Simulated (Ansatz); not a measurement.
A nudged elastic band was laid between two geometries of C3H11NSi2 (17 atoms, charge 0, multiplicity 1).

Level of theory: RKS PBE-D4/STO-3G (Ansatz).

- movable images: 7
- climbing image: yes
- spring: 5.0 eV/Å²
- optimiser: quadratic models (default)
- start path: IDPP
- force threshold: 0.05 eV/Å
- iteration limit: 34
- end points: relaxed

Initial state:

```xyz
17
Properties=species:S:1:pos:R:3
N -0.307 -2.642 0.707
C 0.374 -1.293 0.833
C 0.780 -0.474 -0.482
C 0.407 0.991 0.005
Si -0.355 2.129 -1.281
Si -0.627 0.225 1.399
H -1.044 -2.492 -0.057
H 0.405 -3.246 0.178
H 1.275 -1.442 1.465
H 0.128 -0.791 -1.324
H 1.834 -0.601 -0.805
H 1.311 1.464 0.431
H -0.780 3.378 -0.666
H -1.518 1.489 -1.878
H 0.594 2.438 -2.342
H -2.051 0.136 1.100
H -0.446 0.729 2.757
```

Final state:

```xyz
17
Properties=species:S:1:pos:R:3
N 0.256 -2.731 0.257
C 0.532 -1.310 0.711
C 0.945 -0.193 -0.359
C 0.133 1.037 0.230
Si -0.642 2.203 -1.023
Si -0.909 -0.184 1.241
H -0.343 -2.611 -0.624
H 1.183 -3.052 -0.177
H 1.311 -1.367 1.500
H 0.555 -0.483 -1.358
H 2.037 -0.023 -0.461
H 0.795 1.607 0.908
H 0.378 2.907 -1.788
H -1.475 3.190 -0.350
H -1.473 1.449 -1.949
H -2.184 -0.528 0.623
H -1.116 0.087 2.661
```

(1) Which bonds break or form, and what moves?

(2) What energy profile does the band end with?

(3) What is the geometry of the highest image?

(4) What are the harmonic wavenumbers there?

## Answers

(1) No bond is made or broken. The dihedral Si6–C4–Si5–H13 goes from 67 to -172°. The two ends are copies of one structure, up to a mirror image or an exchange of like atoms.

(2) The forces met the threshold. The highest image is number 4 of 0 to 8, 0.060 eV above the ends, which have the same energy within 2 meV. A vibrational analysis at the climbing image gives one clearly imaginary mode, 116i cm⁻¹: a first-order saddle point. Limits of this set-up: minimal basis.

| image | path coordinate (Å) | energy (eV) | dihedral Si6–C4–Si5–H13 (°) |
| --- | --- | --- | --- |
| 0 | 0.00 | 0.000 | 67 |
| 1 | 0.58 | 0.008 | 82 |
| 2 | 1.16 | 0.029 | 97 |
| 3 | 1.74 | 0.050 | 112 |
| 4 | 2.32 | 0.060 | 127 |
| 5 | 2.90 | 0.052 | 142 |
| 6 | 3.47 | 0.031 | 157 |
| 7 | 4.05 | 0.009 | 172 |
| 8 | 4.62 | 0.000 | -172 |

(3) 
```xyz
17
Properties=species:S:1:pos:R:3:forces:R:3
N 0.172 -2.731 0.396 0.00 0.00 0.00
C 0.505 -1.298 0.765 0.00 0.00 -0.01
C 0.923 -0.254 -0.375 0.00 0.00 0.00
C 0.168 1.033 0.167 0.00 -0.02 0.03
Si -0.589 2.193 -1.114 -0.01 0.02 -0.01
Si -0.886 -0.099 1.268 0.01 0.01 -0.01
H -0.446 -2.639 -0.475 0.00 0.00 0.00
H 1.077 -3.106 -0.042 0.00 0.00 0.00
H 1.304 -1.338 1.536 0.00 0.00 0.00
H 0.498 -0.584 -1.348 0.00 0.00 0.00
H 2.017 -0.126 -0.513 0.00 0.00 0.00
H 0.871 1.601 0.804 0.00 0.00 -0.01
H -0.116 3.557 -0.927 0.00 0.00 0.00
H -2.042 2.205 -1.012 0.00 0.00 0.00
H -0.242 1.765 -2.462 0.01 -0.01 0.01
H -2.185 -0.435 0.698 0.00 0.00 0.00
H -1.047 0.255 2.674 0.00 0.00 0.00
```

(4) 116i, 68, 186, 249, 286, 330, 379, 456, 589, 597, 664, 710, 741, 801, 830, 915, 961, 969, 1022, 1048, 1071, 1080, 1091, 1100, 1141, 1189, 1229, 1270, 1345, 1363, 1385, 1492, 1631, 1819, 2570, 2580, 2622, 2633, 2637, 3243, 3296, 3307, 3342, 3362, 3529 cm⁻¹.

The run took 2.1 min on 1 thread of Arm Neoverse V2, on a shared host, peak memory 0.11 GiB.
